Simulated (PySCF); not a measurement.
Q: What does the PBE0-D3(BJ)/def2-SVP structure of `[H]/N=[CH]\[GeH2][N]=C` look like in three dimensions?

A: 
```xyz
11
C2H6GeN2 angstrom
C      2.2361   -0.3348    0.5795
N      1.2542    0.4264    0.8057
Ge    -0.1035    0.6490   -0.4435
C     -1.7816    0.0373    0.3821
N     -2.6287   -0.7437   -0.1492
H      3.0256   -0.4590    1.3449
H      2.3944   -0.9181   -0.3543
H     -0.1594    2.1497   -0.7735
H      0.1355   -0.2021   -1.7193
H     -2.0050    0.4054    1.4008
H     -2.3284   -1.0354   -1.0881
```

Orientation and origin are arbitrary. Atoms count from 1 in this order. N5 (C=N nitrogen) is bent (angle 111.2°). N2 (C=N nitrogen) is bent (angle 121.3°). Ge3 (germanium bonded to C, N and 2 H) is tetrahedral (angles from 106.7° to 112.0°).

Bonds between heavy atoms (Å): C1=N2 1.263, N2–Ge3 1.858, Ge3–C4 1.968, C4=N5 1.269.

Level of theory: PBE0-D3(BJ)/def2-SVP geometry optimisation, gas phase (PySCF 2.14.0).

Point group: C1 (no symmetry element, even within 0.4 Å). No PBE0-D3(BJ)/def2-SVP frequencies stand behind this structure, so it isn't proved a minimum. One conformer, not necessarily the lowest (C1–N2–Ge3–C4 119°, N2–Ge3–C4–N5 -132°).
